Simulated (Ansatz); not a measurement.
`[NH2][Sn][F]` + H₂O → `[NH2][Sn][OH]` + H–F at 400 K and 1 bar (formal hydrolysis of the Sn–F bond).

Gas-phase electronic energies from Ansatz, PBE0-D4/def2-TZVP geometries. CCSD(T)/CBS is the MP2 limit (def2-TZVPP, def2-QZVPP) plus CCSD(T) − MP2 in def2-TZVPP, frozen cores. This one scheme is used for every species. Elements past krypton have def2 core potentials. For Sn outer-core shells are correlated without core-valence functions, which leaves a few kJ/mol of doubt a bond. One conformer a species, not always the lowest.

```json
{"species": "`[NH2][Sn][F]`", "CCSD(T)/CBS energy (Eh)": "-369.78999", "H − E (kJ/mol)": "90.9", "S (J/(mol·K))": "318.4"}
{"species": "H₂O", "CCSD(T)/CBS energy (Eh)": "-76.37941", "H − E (kJ/mol)": "69.8", "S (J/(mol·K))": "198.6"}
{"species": "`[NH2][Sn][OH]`", "CCSD(T)/CBS energy (Eh)": "-345.75638", "H − E (kJ/mol)": "122.6", "S (J/(mol·K))": "330.0"}
{"species": "H–F", "CCSD(T)/CBS energy (Eh)": "-100.39570", "H − E (kJ/mol)": "36.5", "S (J/(mol·K))": "182.2"}
```

H − E and S are ideal-gas, rigid-rotor, harmonic terms from PBE0-D4/def2-TZVP, for one conformer and one mirror image of each species. 1 Eh = 2625.50 kJ/mol, R = 8.31446 J/(mol·K).

Question: By hand: ΔE, ΔH, ΔS and ΔG.

Answer: ΔE = (-345.75638) + (-100.39570) − (-369.78999) − (-76.37941) = 0.01732 Eh = 45.5 kJ/mol. Δ(H − E) = 122.6 + 36.5 − 90.9 − 69.8 = -1.6, so ΔH = 43.9 kJ/mol. ΔS = 330.0 + 182.2 − 318.4 − 198.6 = -4.8 J/(mol·K). ΔG = 43.9 − 400 × (-4.8)/1000 = 45.8 kJ/mol.

Question: By hand: the equilibrium constant, and the temperature at which ΔG would vanish if ΔH and ΔS stayed fixed.

Answer: log₁₀ K = −ΔG/(RT ln 10) = -6.0. ΔH and −TΔS have one sign here, so there is no such temperature.

The number of gas molecules stays the same, so ΔS is small and ΔH decides. A doubt of 5 kJ/mol in ΔE shifts log₁₀ K by 0.7 here. Other conformers and mirror images would add mixing entropy, several J/(mol·K) or more a flexible species. These are equilibria of isolated gas molecules and say nothing of rates. Largest T1 diagnostic: 0.017 (customary marks: 0.02 for closed shells, 0.045 for open ones).

ΔS is within the doubt of such terms, so its sign, and with it that verdict, could turn.
